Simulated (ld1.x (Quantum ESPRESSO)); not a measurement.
Values are calculated unless marked as measured or tabulated.
# Pseudopotentials across the periodic table

Generated with ld1.x 7.5 (TM, RRKJ, ultrasoft, PAW), atompaw 4.2 or ONCVPSP 4.0.1. The cutoff is in Ry: for ld1.x and atompaw files where the sum of valence levels is converged to 10 mRy in a Bessel basis, for ONCV files where the hardest occupied wave has 1 mHa per electron of residual kinetic energy. The error is the largest all-electron minus pseudo excitation energy over each file’s own four to seven test configurations (ionisations up to +4, promotions, holes and added fractions of an electron), all of which were solved. The labels leave out finer settings (local radius, basis sizes, second energies), which also bear on the numbers. Spin-polarised tests are not counted. The rows are a selection from randomly drawn settings: files with unsolved tests, undetermined cutoffs or missed reference levels are left out.

A true bound ghost makes a file unfit for plane-wave use even where its test errors are small: the radial tests pick states by their node count and pass the ghost by.

```csv
element,potential,cutoff (Ry),largest error (meV),bound ghosts
Si,"TM, BP86, scalar-relativistic, rc 1.70/1.38/1.60 (spd), local s, core correction yes, reference 3s2 3p2",50,+28,none
P,"ultrasoft, PBE, scalar-relativistic, rc 0.80/0.75/0.90 (spd), local smoothed, core correction yes, reference 2s2 2p6 3s1.75 3p3.25",230,-317,none
Ti,"TM, PBE, scalar-relativistic, rc 2.12/1.26/2.02 (spd), local s, core correction yes, reference 3p6 3d2 4s0.5 4p0",60,-509,none
Se,"TM, PBE, scalar-relativistic, rc 1.35/1.45 (sp), local s, core correction yes, reference 4s2 4p3",45,-39,p
Mo,"PAW, LDA (PZ), scalar-relativistic, rc 3.00/4.60/1.60 (spd), local smoothed, core correction yes, reference 4d4 5s2 5p0",40,-111,s
In,"ultrasoft, PBE, fully relativistic, rc 2.40/3.40 (sp), local smoothed, core correction yes, reference 5s1.5 5p1.5",6,-148,none
Pt,"PAW, LDA (PZ), scalar-relativistic, rc 2.25/3.50/2.20 (spd), local smoothed, core correction yes, reference 5d9 6s0.5 6p0.5",21,-216,none
```

Fill in the row for Rb: TM, LDA (PZ), scalar-relativistic, rc 4.20/3.70/3.40 (spd), local d, core correction yes, reference 5s1 5p0.

cutoff 6 Ry, largest error +19 meV, bound ghosts: s.
